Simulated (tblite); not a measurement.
Species: C₅H₁₁NO₂Si.
SMILES with atom numbers: `[H]/[N:4]=[CH:3]/[C:2](=[CH2:1])[O:5][Si@@H:6]([CH3:7])[O:8][CH3:9]` (hydrogens: H10, H11 on C1; H12 on C3; H13 on N4; H14 on Si6; H15, H16, H17 on C7; H18, H19, H20 on C9)

Cartesian coordinates in Å at the GFN2-xTB level; atoms count from 1:
```xyz
20
C5H11NO2Si angstrom
C      2.3529   -1.1028   -1.3341
C      1.6217   -0.4567   -0.4167
C      2.2717    0.3405    0.6218
N      1.5692    0.9184    1.4901
O      0.2914   -0.5275   -0.4235
Si    -0.8638    0.2212    0.4858
C     -0.9915    2.0906    0.2345
O     -2.2407   -0.2887   -0.2171
C     -2.6381   -1.6009   -0.4880
H      3.4256   -1.0502   -1.3303
H      1.8847   -1.6913   -2.1021
H      3.3657    0.3717    0.5600
H      2.0634    1.4602    2.1929
H     -0.7935   -0.2592    1.8634
H     -0.9759    2.3463   -0.8211
H     -1.9202    2.4642    0.6493
H     -0.1745    2.6102    0.7189
H     -2.9078   -2.1171    0.4370
H     -3.5082   -1.5610   -1.1447
H     -1.8372   -2.1572   -0.9792
```

Calculated harmonic vibrations of the isolated species, GFN2-xTB (tblite), most abundant isotopes, no scaling. Against measured fundamentals such values can be off by several per cent, at times by over 20. Modes of hydrogen on silicon can be 10 to 20 % off. One conformer, not necessarily the lowest.

Harmonic wavenumbers (cm⁻¹): 33.0, 53.7, 81.3, 84.5, 100.5, 115.7, 141.8, 163.7, 193.2, 261.2, 298.9, 348.2, 371.8, 457.8, 610.9, 651.4, 683.6, 690.8, 734.4, 763.8, 788.7, 796.7, 834.1, 854.5, 867.5, 887.2, 988.0, 1033.2, 1130.2, 1131.8, 1146.6, 1152.5, 1298.4, 1355.0, 1372.1, 1391.8, 1408.6, 1480.1, 1481.8, 1488.1, 1490.9, 1637.8, 1707.3, 2266.2, 2867.5, 2940.3, 2961.2, 2981.0, 3036.3, 3070.6, 3080.6, 3128.3, 3165.0, 3358.8.

A = 2055, B = 1019, C = 764.4 MHz; mass 145.056 u (most abundant isotopes); point group C1, symmetry number 1.

Zero-point energy?

½Σν̃ = 33709 cm⁻¹ = 403.25 kJ/mol.

Give the ideal-gas entropy at 350 K and 1 bar in the rigid-rotor, harmonic-oscillator model (classical rotation).

Translation 174.26, rotation 126.21, vibration 200.98: S = 501.5 J/(mol K).

And Cp and H(350 K) − H(0)?

Cp = 208.56 J/(mol K), of which vibrations give 175.30 (their classical limit is 54 R = 449.0); H(350 K) − H(0) = 45.70 kJ/mol without the zero-point energy, 34.06 from vibrations.

How do the functions run with temperature in this model?

```
 T (K)  S (J/(mol K))  Cp (J/(mol K))  H − H(0) (kJ/mol)  G − H(0) (kJ/mol)  ln q(vib)
   150          366.0           123.4              12.53             -42.38       5.23
   250          438.8           165.8              26.96             -82.75       9.02
298.15          469.8           186.7              35.44            -104.63      10.71
   400          530.6           228.3              56.62            -155.62      14.12
   600          635.9           291.6             109.01            -272.56      20.34
   900          766.8           352.7             206.41            -483.67      28.72
```

q(vib) and H(0) count from the zero-point level.

What must be added to the electronic energy to get the Gibbs energy at 350 K and 1 bar?

ZPE + [H(350 K) − H(0)] − T·S = 403.25 + 45.70 − 175.51 = 273.44 kJ/mol.

Blend soft modes into free rotors: weight 1/[1 + (100 cm⁻¹/ν̃)⁴] for the oscillator and the rest for a rotor with moment μB/(μ + B), μ = h/(8π²ν), B = 10⁻⁴⁴ kg m². What vibrational entropy results?

179.83 J/(mol K) in place of 200.98, which changes −T·S at 350 K by +7.40 kJ/mol.

Which modes carry the vibrational entropy at 350 K?

33.0 cm⁻¹: 24.93; 53.7 cm⁻¹: 20.89; 81.3 cm⁻¹: 17.47; 84.5 cm⁻¹: 17.15; 100.5 cm⁻¹: 15.72; 115.7 cm⁻¹: 14.57 J/(mol K); the other 48 give 90.25 together.

Hindered rotation and anharmonicity are outside this model. Other conformers, if any are populated, would add a mixing term that is left out. The structure is chiral; the term R ln 2 for an equal mix with its mirror image is left out.

Time: 0.73 s. Hardware: Arm Neoverse V2, one thread, no GPU (shared host). The figure is for the frequency step alone.
